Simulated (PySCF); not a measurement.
[PySCF 2.14.0 with density-fitted response routines: GFN2-xTB geometry; PBE0/pcSseg-1 with gauge-including orbitals; averaged over atoms made equivalent by symmetry, fast rotation or ring inversion; no relativistic terms; one computed conformer; in vacuum]

Shifts are taken against calculated references (same method and geometry level): TMS for ¹H (31.72 ppm), ¹³C (186.93 ppm). Shifts are as computed. Against solution values, carbons near 30 ppm lie about +3 ppm off and those near 130 ppm about +5 ppm; carbons on Cl a further +6 ppm. Of 1211 compounds with measured shifts, 218 miss one by over three times the rms of a fit or turn the order of signals round; such compounds aren't used in these exercises. Carbons bonded to Cl come out too deshielded. OH and NH positions are gas-phase values without hydrogen bonding to other molecules.

Problem. Order these molecules by the shift of their most shielded carbon-bound hydrogen, lowest δ first.
A. N#CCC/P=C\C(F)(F)F
B. O=C(CO[SiH3])[SiH2]CCl
C. CN(C)[C@@H]([SiH3])[Si@@H](N)P

Solution. C (1.99 ppm, hydrogen on an sp3 CH bonded to N and 2 Si), A (2.72 ppm, hydrogen on an sp3 CH2 α to a nitrile), B (3.08 ppm, hydrogen on an sp3 CH2 bonded to Cl and Si).

Problem. Order these molecules by the shift of their most deshielded carbon, lowest δ first.
A. O=C(CO[SiH3])[SiH2]CCl
B. C=Cn1cpc(C)n1
C. CN(C)[C@@H]([SiH3])[Si@@H](N)P

Solution. C (47.5 ppm, methyl carbon bonded to N), B (183.1 ppm, substituted aromatic carbon next to a ring nitrogen), A (254.7 ppm, carbonyl carbon).

Problem. How many ¹³C and ¹H signals does each give (equivalence by symmetry and fast rotation, but not about amide C–N or C=N bonds)? `C=Cn1cpc(C)n1`, `O=C(CO[SiH3])[SiH2]CCl`, `CN(C)[C@@H]([SiH3])[Si@@H](N)P`, `N#CCC/P=C\C(F)(F)F`

Solution. C=Cn1cpc(C)n1: 5 C, 5 H; O=C(CO[SiH3])[SiH2]CCl: 3 C, 4 H; CN(C)[C@@H]([SiH3])[Si@@H](N)P: 2 C, 6 H; N#CCC/P=C\C(F)(F)F: 5 C, 3 H.
